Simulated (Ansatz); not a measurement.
Reactions of `CCC(C)Br`.

Calculated with Ansatz (gas phase, PBE0-D4/def2-TZVP geometries, no zero-point term in ΔE). CCSD(T)/CBS adds triple-zeta CCSD(T) − MP2 to the extrapolated MP2 energy (def2 sets, frozen cores). This one scheme is used for every species, atoms too. Functionals use def2-TZVPP. Open shells (•) are unrestricted, without spin–orbit coupling. Spin–orbit coupling would lower the free atoms: a little for C; clearly for Br. For Br, Ge outer-core shells are correlated without core-valence functions, so the limit isn't a true one: a few kJ/mol of doubt a bond, and 10 to 20 or more in all where bonds break to atoms. Scalar relativity is left out up to krypton. Each species was taken in one conformer, which may not be the lowest.

```csv
reaction,ωB97X-V (kJ/mol),CCSD/CBS(def2) (kJ/mol),PBE-D4 (kJ/mol),HF/CBS(def2) (kJ/mol),CCSD(T)/CBS(def2) (kJ/mol)
`CCC(C)Br` → `CCCBr` + `[CH2]` (triplet),456,436,451,293,448
`CCC(C)Br` + GeH₄ → `C[CH]([GeH3])Br` + ethane,-4,-8,-6,-4,-8
`CCC(C)Br` + H₂ → `CC(C)Br` + CH₄,-68,-69,-66,-89,-65
`CCC(C)Br` → Br• + `C[CH]CC`•,318,319,323,176,335
`CCC(C)Br` + `BN[SiH2]Cl` → `BN(CC)[SiH2]Cl` + `CCBr`,35,39,33,36,39
`CCC(C)Br` → Br• + 4 C• + 9 H•,5326,5266,5418,4020,5332
```

Largest T1 diagnostic: 0.012, for GeH₄.
